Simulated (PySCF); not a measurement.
Ge(F)2(SH)2 (F₂GeH₂S₂), SMILES [F][Ge]([F])([SH])[SH]. Atoms are numbered in the order given.

```xyz
7

F     -0.1273    -1.3594    -1.3202
Ge     0.0000     0.0000    -0.2660
F      0.1273     1.3594    -1.3202
S     -1.8400     0.0075     0.9010
S      1.8400    -0.0075     0.9010
H     -1.3752     0.9712     1.7217
H      1.3752    -0.9712     1.7217
```
Charge 0, spin multiplicity 1.

Geometry: ωB97X-D3(BJ)/def2-SVP. This is a generated structure with no PubChem entry under its InChIKey; it may be hypothetical. Other conformers were not sampled.

Two levels are set side by side: PBE/pcSseg-1 (PySCF) and B3LYP/pcSseg-1 (PySCF). GIAO shifts against CFCl3 (¹⁹F), GeH4 (⁷³Ge), H2S (³³S), TMS (¹H) at the same level; non-relativistic, no solvent, atoms listed together averaged. Differences are taken from unrounded values.

| quantity | B3LYP |
|---|---|
| δ(¹⁹F) of F1, F3 (ppm) | -117.9 |
| δ(⁷³Ge) of Ge2 (ppm) | 448.4 |
| δ(³³S) of S4, S5 (ppm) | 103.1 |
| δ(¹H) of H6, H7 (ppm) | 1.41 |

Question: What does PBE give, and how far is it from B3LYP? (The exact figures need the calculation; the answer reports its results.)

Answer: 
```csv
quantity,PBE,PBE minus B3LYP
"δ(¹⁹F) of F1, F3 (ppm)",-118.7,-0.8
δ(⁷³Ge) of Ge2 (ppm),465.6,17.2
"δ(³³S) of S4, S5 (ppm)",122.6,19.6
"δ(¹H) of H6, H7 (ppm)",1.60,0.19
```

Rough cost on one machine, each run with all the roots and properties that it gave: B3LYP against PBE within a factor of 2.
